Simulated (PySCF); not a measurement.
Job file and geometry (Å, from GFN2-xTB) of a spin–spin coupling run on SMILES BNB(C)C, C2H9B2N, PySCF, B3LYP/pcJ-1 indirect spin-spin coupling, non-relativistic, gas phase; density fitting, a coarse starting grid and PySCF grid level 2 are the driver's defaults:

```
$ OMP_NUM_THREADS=1 python probes_run.py task.json out

{"job": {"kind": "j", "xc": "B3LYP", "basis": "pcJ-1"}, "charge": 0, "multiplicity": 1}
B      2.232937    -0.338778     0.318572
N      0.884703    -0.730833     0.324810
B     -0.309042    -0.031954    -0.013620
C     -0.310991     1.464439    -0.522336
C     -1.687180    -0.810484     0.119513
H      3.049575    -1.110012     0.657803
H      2.535844     0.738970    -0.016272
H      0.721031    -1.681613     0.632595
H      0.667598     1.838944    -0.802618
H     -0.695824     2.116788     0.261264
H     -0.976643     1.592939    -1.373978
H     -1.900188    -1.334579    -0.813104
H     -1.681409    -1.565081     0.904794
H     -2.531089    -0.149219     0.300412
```

**Question.** What does the program print?

**Answer.** 
```
coarse grid: 10992 points
cycle   1  E = -186.0770869709  dE =  1.956e-01  |g| = 5.797e-01  |ddm| = 2.764e+00
cycle   2  E = -186.0380910960  dE =  3.900e-02  |g| = 7.116e-01  |ddm| = 9.668e-01
cycle   3  E = -186.1594626026  dE = -1.214e-01  |g| = 8.404e-02  |ddm| = 5.565e-01
cycle   4  E = -186.1607430233  dE = -1.280e-03  |g| = 4.125e-02  |ddm| = 7.501e-02
cycle   5  E = -186.1610922716  dE = -3.492e-04  |g| = 6.696e-03  |ddm| = 2.448e-02
cycle   6  E = -186.1611047274  dE = -1.246e-05  |g| = 1.428e-03  |ddm| = 6.682e-03
cycle   7  E = -186.1611052342  dE = -5.068e-07  |g| = 2.776e-04  |ddm| = 1.282e-03
final grid: 104176 points
cycle   8  E = -186.1938942841  dE = -9.035e-05  |g| = 7.597e-03  |ddm| = 2.022e-02
cycle   9  E = -186.1938864973  dE =  7.787e-06  |g| = 9.663e-03  |ddm| = 1.040e-02
cycle  10  E = -186.1939067357  dE = -2.024e-05  |g| = 1.087e-03  |ddm| = 6.018e-03
cycle  11  E = -186.1939069342  dE = -1.985e-07  |g| = 5.304e-04  |ddm| = 9.191e-04
cycle  12  E = -186.1939069936  dE = -5.936e-08  |g| = 5.653e-05  |ddm| = 3.158e-04
cycle  13  E = -186.1939069945  dE = -8.816e-10  |g| = 1.496e-05  |ddm| = 5.819e-05
converged SCF energy = -186.1939069945

Indirect spin-spin couplings (Hz)
  i      j    bonds     total        FC       PSO       DSO        SD
  0 B    1 N    1    -23.657   -26.552     3.173    -0.065    -0.211
  0 B    2 B    2      1.925     1.401     0.459    -0.140     0.206
  0 B    3 C    3      3.222     3.257    -0.025    -0.014     0.004
  0 B    4 C    3      3.113     2.920     0.228    -0.098     0.064
  0 B    5 H    1    133.507   133.749    -1.251     0.550     0.459
  0 B    6 H    1    136.800   137.007    -1.301     0.598     0.496
  0 B    7 H    2     -4.097    -2.704    -0.476    -0.838    -0.080
  0 B    9 H    4     -0.161    -0.068     0.165    -0.232    -0.026
  0 B   10 H    4      0.327     0.404     0.300    -0.352    -0.025
  0 B   11 H    4     -0.154    -0.120     0.314    -0.350     0.003
  0 B   13 H    4      0.994     1.023     0.383    -0.412     0.000
  1 N    2 B    1    -23.175   -25.419     2.503    -0.098    -0.161
  1 N    3 C    2     -3.031    -3.201     0.164     0.002     0.004
  1 N    4 C    2     -2.032    -2.250     0.214     0.000     0.003
  1 N    5 H    2     -1.941    -2.455     0.429     0.101    -0.016
  1 N    6 H    2     -3.586    -4.161     0.490     0.090    -0.005
  1 N    7 H    1    -72.253   -69.025    -2.654    -0.313    -0.260
  1 N    8 H    3     -1.430    -1.585     0.146    -0.014     0.023
  1 N    9 H    3     -0.657    -0.689    -0.043     0.090    -0.015
  1 N   10 H    3     -2.267    -2.318    -0.072     0.128    -0.005
  1 N   11 H    3     -0.054    -0.103    -0.008     0.057     0.001
  1 N   12 H    3     -1.973    -2.050     0.076    -0.016     0.017
  1 N   13 H    3     -3.584    -3.628    -0.100     0.147    -0.003
  2 B    3 C    1     57.586    58.733    -1.785     0.223     0.415
  2 B    4 C    1     53.876    54.886    -1.691     0.219     0.463
  2 B    5 H    3      6.747     6.742     0.535    -0.525    -0.005
  2 B    6 H    3      3.723     3.854    -0.033    -0.076    -0.022
  2 B    7 H    2     -3.517    -2.364    -0.496    -0.580    -0.077
  2 B    8 H    2     -5.990    -5.708    -0.132    -0.213     0.063
  2 B    9 H    2     -4.708    -4.812     0.030    -0.108     0.183
  2 B   10 H    2     -4.259    -4.081    -0.134    -0.149     0.104
  2 B   11 H    2     -4.411    -4.618     0.115    -0.112     0.203
  2 B   12 H    2     -5.036    -4.832    -0.067    -0.214     0.076
  2 B   13 H    2     -4.481    -4.173    -0.195    -0.183     0.071
  3 C    4 C    2      7.697     7.901    -0.199    -0.005         -
  3 C    5 H    4      0.259     0.284     0.215    -0.241         -
  3 C    6 H    4      1.372     1.381    -0.142     0.133         -
  3 C    7 H    3      6.239     6.334     0.411    -0.507         -
  3 C    8 H    1    126.236   124.079     1.591     0.566         -
  3 C    9 H    1    119.296   116.826     1.907     0.564         -
  3 C   10 H    1    123.591   121.236     1.799     0.556         -
  3 C   11 H    3     -0.380    -0.347     0.124    -0.158         -
  3 C   12 H    3      4.753     4.795     0.305    -0.347         -
  3 C   13 H    3      2.407     2.427    -0.057     0.037         -
  4 C    7 H    3      4.745     4.842    -0.213     0.116         -
  4 C    8 H    3      7.419     7.456     0.330    -0.366         -
  4 C    9 H    3     -0.194    -0.148     0.041    -0.087         -
  4 C   10 H    3      1.580     1.611    -0.040     0.009         -
  4 C   11 H    1    117.116   114.638     1.924     0.554         -
  4 C   12 H    1    121.523   119.173     1.793     0.556         -
  4 C   13 H    1    127.075   124.862     1.674     0.540         -
  5 H    6 H    2      9.776     9.859     2.054    -2.137         -
  5 H    7 H    3      9.091     9.436    -0.088    -0.256         -
  5 H    8 H    5     -0.185    -0.115     0.593    -0.663         -
  5 H    9 H    5     -0.238    -0.150     0.903    -0.992         -
  5 H   10 H    5     -0.188    -0.100     1.044    -1.131         -
  5 H   11 H    5     -0.300    -0.229     0.715    -0.786         -
  6 H    7 H    3     13.714    14.092     2.726    -3.103         -
  6 H    9 H    5     -0.186    -0.124     0.200    -0.262         -
  6 H   11 H    5     -0.286    -0.203     0.776    -0.860         -
  7 H    8 H    4     -0.548    -0.418     1.882    -2.012         -
  7 H    9 H    4     -0.658    -0.540     1.622    -1.740         -
  7 H   10 H    4      0.221     0.343     1.645    -1.767         -
  7 H   11 H    4     -0.607    -0.528     0.022    -0.100         -
  7 H   12 H    4     -0.382    -0.446    -1.701     1.765         -
  7 H   13 H    4     -0.185    -0.090     1.381    -1.475         -
  8 H    9 H    2    -15.842   -16.007     2.817    -2.652         -
  8 H   10 H    2    -12.730   -12.878     2.876    -2.727         -
  8 H   12 H    4      1.206     1.299     1.472    -1.564         -
  8 H   13 H    4      1.002     1.072     1.382    -1.452         -
  9 H   10 H    2    -19.411   -19.605     2.766    -2.572         -
  9 H   11 H    4      2.665     2.762     1.205    -1.302         -
  9 H   13 H    4      0.392     0.409    -0.548     0.531         -
 10 H   11 H    4      0.704     0.743    -0.212     0.173         -
 10 H   12 H    4      1.539     1.624     1.398    -1.483         -
 11 H   12 H    2    -17.645   -17.833     2.789    -2.601         -
 11 H   13 H    2    -18.124   -18.295     2.799    -2.628         -
 12 H   13 H    2    -12.172   -12.321     2.883    -2.735         -
```

Size and cost of the density-fitted run: 225 basis functions, 38 s wall time on 1 thread of an Arm Neoverse V1, shared host; peak memory 0.93 GiB.
